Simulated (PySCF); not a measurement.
**Gas-phase XPS of trans-1,4-dimethylcyclohexane, computed**

Compound: trans-1,4-dimethylcyclohexane, C8H16.
Structure used (PBE0-D3(BJ)/def2-SVP), in Å, numbered top down from 1:
```xyz
24
C8H16 angstrom
C     -2.929    0.386   -0.061
C     -1.466    0.103   -0.368
C     -0.593    1.342   -0.173
C      0.877    1.065   -0.460
C      1.422   -0.094    0.375
C      2.884   -0.376    0.067
C      0.549   -1.333    0.179
C     -0.921   -1.056    0.466
H     -3.057    0.684    0.993
H     -3.322    1.202   -0.687
H     -3.556   -0.503   -0.233
H     -1.388   -0.191   -1.433
H     -0.704    1.690    0.872
H     -0.960    2.165   -0.810
H      1.479    1.972   -0.283
H      1.001    0.818   -1.531
H      1.343    0.201    1.439
H      3.013   -0.675   -0.987
H      3.511    0.513    0.238
H      3.278   -1.192    0.694
H      0.659   -1.681   -0.866
H      0.915   -2.155    0.816
H     -1.045   -0.808    1.537
H     -1.524   -1.963    0.289
```

The calculation used PySCF, delta-SCF UKS SCAN, pcX-2 on the ionised atom, pcseg-1 elsewhere, spin-free X2C. Binding energies are ΔSCF values: E(core-ionised, relaxed orbitals) − E(ground state) at a fixed geometry, referred to the vacuum level.

Give the core binding energies atom by atom.

| atom(s) | bonded to | level | binding energy (eV) | above the level's lowest (eV) | count |
| --- | --- | --- | --- | --- | --- |
| C1/C6 | C and 3 H | C 1s | 290.30 | +0.16 | 2 |
| C2/C5 | 3 C and H | C 1s | 290.22 | +0.08 | 2 |
| C3/C4/C7/C8 | 2 C and 2 H | C 1s | 290.14 | 0.00 | 4 |

The 3 C 1s values lie within 0.16 eV of each other; Gaussian lines of 0.5 eV full width would blend them into one maximum.

What is the longest wavelength that can ionise C 1s of C2/C5 vertically?

λ = hc/E = 12398.42 eV Å / 290.22 eV = 42.721 Å.

The first atom of each set that the bonding makes equivalent was ionised and stands for the set. Isolated species at its PBE0-D3(BJ)/def2-SVP geometry (one conformer only).

On an Arm Neoverse V1 with one thread, no GPU, shared host, this took 79 s.
